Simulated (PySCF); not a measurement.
H4AsSi, doublet, at a GFN2-xTB geometry. Base run: R2SCAN/3-21G run with PySCF.

Here is a job for PySCF.
```python
from pyscf import gto, scf, dft

mol = gto.Mole()
mol.atom = '''
    Si   -1.40329534   -0.53462063    0.03897477
    As    0.72861432    0.32423351   -0.02335434
    H    -1.67313328   -1.31833068    1.25215617
    H    -2.36838393    0.56910308    0.00592110
    H    -1.70511391   -1.41474898   -1.09857261
    H     1.34849332   -1.05104054    0.06554169
'''
mol.basis = '3-21g'
mol.spin = 1
mol.verbose = 4
mol.build()

mf = dft.UKS(mol)
mf.xc = 'r2scan'
mf.kernel()
mf.analyze()
```

Each row names what was changed in the base input (with any setting that the change needs).

| change | E (Eh) | HOMO (eV) | dipole (D) | <S^2> |
|---|---|---|---|---|
| base | -2515.25063 | -6.05 | 0.67 | 0.753 |
| functional = scan | -2515.57226 | -6.07 | 0.66 | 0.753 |
| functional = wb97x | -2515.42509 | -8.98 | 0.65 | 0.752 |
| functional = camb3lyp | -2515.52060 | -7.95 | 0.57 | 0.752 |
| functional = pbe0 | -2515.00703 | -6.82 | 0.61 | 0.752 |
| functional = pw6b95 | -2516.71314 | -6.75 | 0.53 | 0.752 |
| functional = hse06 | -2515.01048 | -6.40 | 0.59 | 0.752 |
| functional = pbe; dispersion = d3bjm | -2514.91480 | -5.63 | 0.57 | 0.752 |
| functional = m062x | -2515.48616 | -7.64 | 0.65 | 0.752 |
| functional = mn12l | -2514.47182 | -6.03 | 0.47 | 0.756 |
| functional = o3lyp | -2515.87359 | -6.07 | 0.55 | 0.753 |
| functional = lda,vwn | -2510.94201 | -5.58 | 0.66 | 0.751 |
| functional = bhandhlyp | -2515.38768 | -7.71 | 0.54 | 0.752 |

Totals shift with the method and basis; they matter in differences.

Open shells are given as the SCF converged; they aren't shown to be the lowest states, and a large step between rows can be another state.
